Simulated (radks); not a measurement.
Removal energies from the samarium ion Sm5+, [Xe] 4f3, by Delta-SCF beside the eigenvalue of the level emptied. Method: scalar-relativistic Kohn-Sham, r2SCAN, spin-polarised, spherical densities, finite nucleus; meta-GGA in the generalised Kohn-Sham scheme; Fermi nuclear charge, rms radius of each element as measured or else 0.836 A^(1/3) + 0.57 fm; computed with a radial shooting solver on a logarithmic mesh with Libxc functionals. Open shells are filled with parallel spins first.

removed from    final configuration  Delta-SCF (eV)  -eigenvalue (eV)
4f                         [Xe] 4f2          86.203            74.709
5p            [Kr] 4d10 4f3 5s2 5p5          87.980            81.044
5s            [Kr] 4d10 4f3 5s1 5p6          112.18            104.67
4d             [Kr] 4d9 4f3 5s2 5p6          216.31            203.99
